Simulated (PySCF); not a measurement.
**Distorted geometries of [Pm(H2O)2]3+**

[Pm(H2O)2]3+ (singlet in the valence; each metal's 4f electrons, 4 of them, lie in its core potential, out of spins and levels). PySCF 2.14.0, RKS BP86, Pm lcecp-1-SVP with ECP50, O def2-SVP, H def2-SVP; non-relativistic Hamiltonian with scalar-relativistic core potentials where named; density fitting; no spin-orbit coupling. Relaxed geometry:

```xyz
7

Pm    0.3438   -1.1222    0.0121
O    -0.0638    0.1828    1.8515
H     0.4195    1.0079    2.1635
H    -0.7455    0.0415    2.5775
O     0.0253    0.1611   -1.8561
H     0.2455   -0.0683   -2.8105
H    -0.3815    1.0763   -1.9380
```

**Question.** Order these distorted geometries by energy above the relaxed one, lowest first.
A.
```xyz
7

Pm    0.3143   -1.1134    0.0283
O    -0.0857    0.1986    1.8364
H     0.4133    1.0244    2.1310
H    -0.7110    0.0356    2.5745
O     0.0158    0.0980   -1.8369
H     0.2496   -0.0295   -2.8205
H    -0.3530    1.0655   -1.9127
```
B.
```xyz
7

Pm    0.2371   -1.1121    0.1278
O    -0.0857    0.1251    1.9949
H     0.5486    0.8729    2.1539
H    -0.9288    0.0150    2.3739
O     0.0079    0.1725   -1.9151
H     0.3023    0.1211   -2.9325
H    -0.2381    1.0846   -1.8028
```
C.
```xyz
7

Pm    0.1562   -1.0805    0.0818
O    -0.2540    0.2171    2.1809
H     0.5139    0.7626    2.1463
H    -0.6839   -0.0134    2.3922
O     0.1103    0.4967   -2.0012
H     0.2039   -0.2338   -2.7559
H    -0.2029    1.1303   -2.0442
```

**Answer.** A (0.08 eV), B (0.83 eV), C (23.67 eV).

**Question.** Which forces (eV/Å) act in the one that lies 0.83 eV up?

**Answer.** 
```
Pm   0.14 -0.26 -1.52
O    3.40 -0.92 -3.49
H   -0.74  0.62  1.35
H   -2.87  0.85  2.70
O    1.38 -2.39 -0.74
H   -0.57 -0.16  1.79
H   -0.73  2.26 -0.10
```
Forces carry noise of the integration grid, about 0.01 to 0.03 eV/Å.

An lcecp potential fixes the number of 4f electrons, so in runs with it no electron can move into or out of that shell.
